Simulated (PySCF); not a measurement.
# Low-lying terms of Bi³⁺ (bismuth, charge +3)

Ground state [Xe] 4f14 5d10 6s2, ¹S. Calculation: PySCF 2.14, in x2c-TZVPall with one added diffuse shell each of s, p, d, f type (12s8p7d4f, 99 functions); the spin-free X2C one-electron Hamiltonian (Gaussian nucleus). Vertical excitation energies in eV without spin-orbit coupling; excited terms of each kind are numbered among those the solver found. Frozen: [Xe] 4f14.

| term | leading excitation | EOM-EE-CCSD |
| --- | --- | --- |
| 1 3P° | 6s → p | 10.960 |
| 1 1P° | 6s → p | 14.075 |
| 1 1D | 6s → d | 23.907 |
| 1 3S | 6s → s | 24.337 |
| 1 3D | 6s → d | 24.522 |
| 1 1S | 6s → s | 24.921 |
| 2 1P° | 6s → p | 28.550 |
| 2 3P° | 6s → p | 28.565 |
| 1 3F° | 6s → f | 29.713 |
| 1 1F° | 6s → f | 29.819 |
| 2 3D | 6s → d | 33.126 |
| 2 1D | 6s → d | 33.349 |

Doubly excited terms such as np² are absent. The solver can miss terms.
